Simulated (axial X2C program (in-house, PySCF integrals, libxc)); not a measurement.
# Working with the constants of MnCl⁻

A bond curve at the PBE0 level, two-component, was computed with an in-house all-electron X2C program for linear molecules (integrals from PySCF) (basis Mn dyall-acv3z [10s11p7d4f2g], Cl dyall-av3z [9s8p3d2f] (cores contracted in-house)) for the state Ω = 5/2 (⟨Sz⟩ = 2.50, ⟨Lz⟩ = 0.00 at PBE0). Its fit gives Re = 2.3592 Å, ωe = 265.2 cm⁻¹, ωexe = 1.95 cm⁻¹ and αe = 1.261e-03 cm⁻¹; the masses are 54.9380 and 34.9689 u. Two-component means X2C with spin–orbit coupling and atomic mean-field Coulomb and Gaunt terms.

(1) Find the reduced mass, Be and the force constant.

(2) Where do the fundamental and the first overtone lie?

(3) Estimate the centrifugal constant by the Kratzer relation.

(4) A Morse curve ties αe to the other constants (Pekeris). How well does that hold?

(5) Estimate De from a Morse curve and compare with the computed well depth of 3.015 eV to Mn + Cl-.

The state is a single determinant with fixed occupations, the lowest that a limited PBE0 search found. De is counted from the lowest determinant-based energies of the atoms at the same level, without counterpoise correction. Density functionals use the spin component along the axis (collinear). With several unpaired electrons one determinant need not be a pure state. The highest occupied level of some functionals is positive through self-interaction error; at Hartree–Fock it is bound. This is the top spin component of a Σ state; components of lower Ω are not single determinants and can lie lower.

Results:

(1) From the PBE0 values: μ = 21.3679 u. Be = 16.8576/(μ Re²) = 0.1417 cm⁻¹. k = 5.8918×10⁻⁷ μ ωe² = 0.885 mdyn/Å.

(2) ν(1←0) = ωe − 2ωexe = 261.3 cm⁻¹; ν(2←0) = 2ωe − 6ωexe = 518.7 cm⁻¹.

(3) D = 4Be³/ωe² = 1.62e-07 cm⁻¹.

(4) αe(Morse) = 6Be²/ωe × (√(ωexe/Be) − 1) = 1.231e-03 cm⁻¹; the PBE0 curve gives 1.261e-03 cm⁻¹, a ratio of 0.98.

(5) De(Morse) = ωe²/(4ωexe) = 1.118 eV against 3.015 eV computed, a ratio of 0.37. The extrapolation falls short: long-range attraction (ionic or ion–induced dipole) or a change of character along the curve can cause this.
